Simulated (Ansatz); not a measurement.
```yaml
crystal:
  periodic: [false, false, false]
  atoms:
    - {symbol: O, position_ang: [-0.542951, 3.432730, 0.757243]}
    - {symbol: Mg, position_ang: [-0.400642, 1.654607, 0.342546]}
    - {symbol: N, position_ang: [0.006093, -0.159481, 0.020901]}
    - {symbol: Si, position_ang: [-1.099465, -1.321970, 0.657138]}
    - {symbol: Si, position_ang: [1.382260, -0.474690, -1.067024]}
    - {symbol: H, position_ang: [-0.871516, 4.315343, 0.861219]}
    - {symbol: H, position_ang: [-1.689813, -1.994204, -0.294110]}
    - {symbol: H, position_ang: [-0.373870, -2.184417, 1.575747]}
    - {symbol: H, position_ang: [-2.009281, -0.623779, 1.598797]}
    - {symbol: Xx, position_ang: [2.120071, 0.647149, -1.574652]}
    - {symbol: H, position_ang: [1.011514, -1.196652, -2.361047]}
    - {symbol: H, position_ang: [2.397244, -1.496133, -0.466323]}
basis:
  gaussian: {orbitals: aug-cc-pVTZ}
hamiltonian: {xc: {name: B97}}
scf: {lower_state_search: full}
```

```sh
$ ansatz run in.yaml --threads 4 --pin off --events-out ev --progress --plain --max-ram 10444MiB
```

Output, abridged:

```
Error: YAML parse error: error: line 13 column 16: `Xx` is not an element symbol (H … Og, case-exact)
11 |     - {symbol: H, position_ang: [-0.373870, -2.184417, 1.575747]}
12 |     - {symbol: H, position_ang: [-2.009281, -0.623779, 1.598797]}
13 |     - {symbol: Xx, position_ang: [2.120071, 0.647149, -1.574652]}
14 |     - {symbol: H, position_ang: [1.011514, -1.196652, -2.361047]}
15 |     - {symbol: H, position_ang: [2.397244, -1.496133, -0.466323]}
```

Question: Something in this input is off. What?

Answer: An element symbol is wrong. The input was rejected before any iteration.
